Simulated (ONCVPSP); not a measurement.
# u(r) = r·R(r): atom against pseudo-atom (Cu (Z = 29))

Columns: radius, all-electron u(r) and pseudo u(r) of the 3d shell (level -5.04 eV) of copper in the configuration [Ne] 3s2 3p6 3d10 4s1; PBE, scalar-relativistic, ONCV scheme, ONCVPSP 4.0.1.

```tsv
r (bohr)	all-electron	pseudo
0.078	0.0591	0.0068
0.155	0.2494	0.0501
0.232	0.4799	0.1527
0.310	0.6829	0.3182
0.388	0.8298	0.5249
0.465	0.9197	0.7348
0.542	0.9630	0.9145
0.620	0.9714	1.0386
0.698	0.9552	1.0931
0.775	0.9242	1.0844
0.852	0.8845	1.0307
0.930	0.8396	0.9514
1.008	0.7931	0.8663
1.085	0.7473	0.7887
1.162	0.7028	0.7225
1.240	0.6596	0.6672
1.318	0.6187	0.6209
1.395	0.5807	0.5811
1.472	0.5451	0.5452
1.550	0.5114	0.5114
1.628	0.4800	0.4800
1.705	0.4511	0.4511
1.782	0.4242	0.4242
1.860	0.3988	0.3988
1.938	0.3751	0.3751
2.015	0.3533	0.3533
```

How many radial nodes do the two functions have?

The all-electron 3d function has n − l − 1 = 0; the pseudo-wave has 0.

At about which radius was the pseudo-wave matched?

1.55 bohr. The columns agree to 0.0005 from 1.40 bohr on; several derivatives are matched, so the curves merge somewhat inside the radius.

Where does each function peak?

Outermost all-electron maximum near 0.62 bohr, pseudo maximum near 0.70 bohr (to the table’s step).

Is the pseudo-wave norm-conserving?

Yes: the ONCV scheme keeps the norm inside the radius equal to the all-electron one, which fixes the energy derivative of the logarithmic derivative at the level.
